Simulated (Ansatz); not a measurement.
Species: BAsH4, charge 0, singlet. BAsH4 (SMILES B[AsH2]).
B3LYP-D3(BJ)/def2-TZVP minimum from Ansatz (a quantum-chemistry and plane-wave program):
```xyz
6

B     -1.6303    -0.2133    -0.0522
As     0.3431     0.0556    -0.0388
H      0.7779    -1.2113     0.6698
H      0.4742     0.9945     1.1433
H     -2.3484     0.7245     0.0786
H     -2.0731    -1.2749    -0.3506
```
Charge 0, spin multiplicity 1.

Total energies in cc-pVTZ, 12 correlated electrons, 15 frozen orbitals. Open shells are spin-unrestricted; no spin-orbit coupling. Correlated methods leave the cores frozen (noble-gas shells, and filled d and f shells in the p block). No relativity.

```json
[
 {"method": "HF", "program": "Ansatz", "energy (Eh)": "-2261.23284", "minus CCSDT(Q) (mEh)": "299.05"},
 {"method": "MP2", "program": "Ansatz", "energy (Eh)": "-2261.48213", "minus CCSDT(Q) (mEh)": "49.75"},
 {"method": "CCSD", "program": "Ansatz", "energy (Eh)": "-2261.51987", "minus CCSDT(Q) (mEh)": "12.02"},
 {"method": "CCSD(T)", "program": "Ansatz", "energy (Eh)": "-2261.53024", "minus CCSDT(Q) (mEh)": "1.65"},
 {"method": "CCSDT(Q)", "program": "Ansatz", "energy (Eh)": "-2261.53189", "minus CCSDT(Q) (mEh)": "0.00"}
]
```

Rough core times of Ansatz's runs on a shared machine: CCSD(T) under 20 s, CCSDT(Q) 8 min.
